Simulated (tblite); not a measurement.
Task: What does the GFN2-xTB structure of `C=NC(=C)O[SiH2]OC` look like in three dimensions?

Result: 
```xyz
17
C4H9NO2Si angstrom
C     -1.7413    1.6940    0.2075
N     -1.3656    0.5303    0.4884
C     -1.5078   -0.5479   -0.3731
C     -2.6257   -0.8210   -1.0483
O     -0.4535   -1.3778   -0.3902
Si     0.9274   -1.2270    0.4563
O      1.6909    0.0796   -0.1263
C      2.9434    0.5713    0.2375
H     -2.1735    1.9905   -0.7509
H     -1.6252    2.4623    0.9588
H     -2.7159   -1.7283   -1.6143
H     -3.4744   -0.1648   -1.0068
H      0.7043   -1.0990    1.8933
H      1.5786   -2.4728    0.0713
H      2.9559    0.8665    1.2894
H      3.1585    1.4415   -0.3841
H      3.7168   -0.1851    0.0817
```

Orientation and origin are arbitrary. Atoms count from 1 in this order. Si6 (oxygen-bound silicon) is distorted tetrahedral (angles from 99.4° to 113.8°). Of the pairs four or more bonds apart, C1···H12 is among the closest relative to their van der Waals radii: 2.82 Å, 97 % of the sum of Bondi's values. O7 (silyl ether oxygen) is bent (angle 127.8°). The 2 C–O bonds span 1.342 Å (C3–O5, drawn single) to 1.394 Å (O7–C8, drawn single), a spread of 0.052 Å.

Bonds between heavy atoms (Å): C1=N2 1.255, N2–C3 1.387, C3=C4 1.334, C3–O5 1.342, O5–Si6 1.627, Si6–O7 1.622, O7–C8 1.394.

The geometry is computed with GFN2-xTB (gas phase).

Point group: C1 (no symmetry element, even within 0.4 Å). Its GFN2-xTB frequencies are all real (lowest 42 cm⁻¹). One conformer, not necessarily the lowest (C1–N2–C3–C4 -46°, N2–C3–O5–Si6 -1°, C3–O5–Si6–O7 -67°, O5–Si6–O7–C8 -177°). 3 starts were optimised and ended at 0.00, 0.49 and 1.67 kcal/mol (GFN2-xTB); the lowest of these is shown.

Hardware: Intel Xeon at 2.50 GHz, one thread, on a shared host. Cost: 5.8 s wall, 4.2 s CPU. These figures are those of the optimisation.
